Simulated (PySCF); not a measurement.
This PySCF input asks for the NMR shieldings of SMILES C=CC[B@H-]1OC=CC=[O+]1, C6H9BO2; the geometry comes from PBE0-D3(BJ)/def2-SVP.

```python
import basis_set_exchange as bse
import numpy as np
from pyscf import gto, dft
from pyscf.prop import nmr

atoms = """
C     1.925424    0.522016    1.334767
C     1.312703   -0.555302    0.831501
C     1.293269   -0.966777   -0.599663
B    -0.074476   -0.606156   -1.369296
O    -1.270414   -1.283360   -0.664419
C    -2.018850   -0.661980    0.149568
C    -1.947995    0.706433    0.387081
C    -1.069963    1.433826   -0.416413
O    -0.303292    0.912255   -1.277448
H     2.533187    1.178054    0.702133
H     1.853752    0.779547    2.395045
H     0.726080   -1.177457    1.522212
H     1.440393   -2.057178   -0.694077
H     2.116032   -0.483745   -1.153659
H    -0.111340   -0.920703   -2.542591
H    -2.776403   -1.280846    0.654260
H    -2.609374    1.197874    1.097136
H    -1.042769    2.532806   -0.366009
"""
names = dict.fromkeys(["C", "B", "O", "H"], "pcSseg-1")
basis = {el: gto.basis.parse(bse.get_basis(n, elements=[el], fmt="nwchem")) for el, n in names.items()}
mol = gto.M(atom=atoms, basis=basis, charge=0, verbose=0)
mf = dft.RKS(mol, xc="HYB_GGA_XC_MPW1PW")
mf.grids.level = 2
mf.grids.alignment = dft.numint.BLKSIZE   # the property module wants whole blocks of grid points
mf.conv_tol = 1e-9
mf.kernel()

calc = nmr.RKS(mf)   # GIAO
C = mf.mo_coeff
Co = C[:, mf.mo_occ > 0]
resp = mf.gen_response(singlet=True, hermi=2)
def vind(x):   # induced exchange potential for any number of trial vectors
    d = np.einsum("pi,xij,qj->xpq", C, 2 * x.reshape(-1, C.shape[1], Co.shape[1]), Co, optimize=True)
    return np.einsum("xpq,pi,qj->xij", resp(d - d.transpose(0, 2, 1)), C, Co, optimize=True).ravel()
mo1, _ = nmr.rhf.solve_mo1(calc, with_cphf=vind)
sigma = calc.kernel(mo1)
for i, s in enumerate(sigma):   # ppm
    w = np.linalg.eigvalsh((s + s.T) / 2)
    print("%2d %-2s iso %8.1f  s11 %8.1f  s22 %8.1f  s33 %8.1f" % (i, mol.atom_pure_symbol(i), w.mean(), *w))
```

Question: What does it print?

Answer: 
```
 0 C  iso     64.9  s11    -46.9  s22     89.1  s33    152.4
 1 C  iso     33.6  s11    -94.9  s22     34.3  s33    161.5
 2 C  iso    147.7  s11    137.8  s22    150.8  s33    154.5
 3 B  iso     94.4  s11     76.5  s22     96.3  s33    110.3
 4 O  iso     51.5  s11   -184.6  s22    -13.9  s33    352.9
 5 C  iso     -2.9  s11   -109.9  s22    -11.2  s33    112.3
 6 C  iso     78.4  s11    -31.6  s22    112.4  s33    154.4
 7 C  iso     -4.2  s11   -110.7  s22    -15.4  s33    113.7
 8 O  iso     43.1  s11   -199.8  s22    -22.6  s33    351.6
 9 H  iso     26.3  s11     22.8  s22     25.8  s33     30.4
10 H  iso     26.3  s11     23.1  s22     25.6  s33     30.1
11 H  iso     24.8  s11     22.5  s22     24.6  s33     27.4
12 H  iso     29.7  s11     26.4  s22     28.2  s33     34.6
13 H  iso     29.9  s11     26.6  s22     29.0  s33     34.3
14 H  iso     27.2  s11     25.7  s22     26.9  s33     29.0
15 H  iso     23.8  s11     22.1  s22     24.2  s33     25.0
16 H  iso     26.3  s11     24.5  s22     27.0  s33     27.4
17 H  iso     23.7  s11     22.2  s22     24.0  s33     24.9
```

These numbers come from an equivalent density-fitted implementation of the same equations, which agrees with the script to about 0.01 ppm for H and up to a few tenths of a ppm for heavy atoms, so last digits may differ.

Question: Turn these shieldings into chemical shifts. Shifts are taken against calculated references (same method and geometry level): ¹³C (σ = 183.54 ppm) and ¹H (σ = 31.32 ppm) vs TMS; ¹¹B (σ = 100.80 ppm) vs BF3·OEt2; ¹⁷O (σ = 333.30 ppm) against H2O.

Answer: Averaging equivalent atoms: C 7: 187.7; C 5: 186.5; C 1: 149.9; C 0: 118.7; C 6: 105.1; C 2: 35.8; B 3: 6.4; O 8: 290.2; O 4: 281.8; H 17: 7.61; H 15: 7.53; H 11: 6.47; H 16: 5.03; H 10: 5.03; H 9: 5.01; H 14: 4.14; H 12: 1.58; H 13: 1.37 ppm. Unscaled 17O shifts of doubly bonded oxygen tend to come out too high, by tens of ppm or more. Experimental scales use liquid or dissolved standards, which lie at an offset from isolated H2O (liquid H2O: subtract about 36 ppm).

Size and cost of the density-fitted run: 198 basis functions, 85 s wall time on 1 thread of an Intel Xeon, shared host; peak memory 0.96 GiB.
